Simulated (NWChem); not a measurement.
# SiHSF, singlet; SMILES F[Si]S

```xyz
4

Si     0.6571     0.6352     0.0000
F     -0.7170     1.5227     0.0000
S     -0.2562    -1.3159     0.0000
H      0.9473    -1.9333     0.0000
```
Atoms are numbered in this order, from 1.

All runs: NWChem. Pople sets run with spherical d functions. Low-valent species are run as closed-shell singlets; no triplet was tried in these runs. The geometry was optimised at PBE0/def2-SVP. B3LYP is NWChem's, with the RPA form of VWN correlation. GIAO values for the isolated, static molecule; σ is the absolute isotropic shielding, δ = σ(reference) − σ with the isolated reference molecule computed at the same levels (19F: trichlorofluoromethane, 1H: tetramethylsilane, 29Si: tetramethylsilane).

Problem. What does the run give for B3LYP/6-31G*? Quantities: δ Si1 (ppm); δ F2 (ppm); σ S3 (ppm); δ H4 (ppm).

Solution. 
```yaml
"δ Si1 (ppm)": 266.9
"δ F2 (ppm)": 62.6
"σ S3 (ppm)": 286.4
"δ H4 (ppm)": 3.08
```
